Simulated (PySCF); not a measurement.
Ga(F)(Me)(vinyl) (C3H6FGa), SMILES C=[CH][Ga]([CH3])[F]. Coordinates come from a ωB97X-D3(BJ)/def2-SVP optimisation. The structure was generated by enumeration; whether it is a known compound was not checked. The values are those of a single conformer.

Computed equilibrium geometry at ωB97X-D3(BJ)/def2-SVP (PySCF confirms it by a frequency run) as a Z-matrix (one conformer of several):
```
Ga
F 1 1.7689
C 1 1.9398 2 114.90
C 3 1.3408 1 120.30 2 -179.59
H 3 1.0972 4 118.37 1 -179.93
H 4 1.0980 3 121.99 5 -179.98
H 4 1.0980 6 115.47 3 -179.99
C 1 1.9505 2 114.88 3 -179.92
H 8 1.1001 1 112.61 2 179.60
H 8 1.1015 9 108.69 1 121.71
H 8 1.1016 9 108.67 10 116.61
```
Charge 0, spin multiplicity 1.
